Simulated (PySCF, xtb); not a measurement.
SnCl4, SMILES [Cl][Sn]([Cl])([Cl])[Cl].

Harmonic wavenumbers (cm⁻¹) from GFN2-xTB in xtb 6.7.1 at its own minimum, in rising order: 83, 83, 97, 97, 97, 251, 320, 321, 321.

Problem. What does B3LYP-D3(BJ)/def2-SVP run with PySCF 2.14.0 give at its own minimum? (The exact figures need the calculation; the answer reports its results.)

Solution. 94, 94, 122, 122, 122, 346, 396, 396, 396. Paired by order, the mean absolute difference is 47 cm⁻¹ and the zero-point energies are 2.4 and 3.0 kcal/mol.
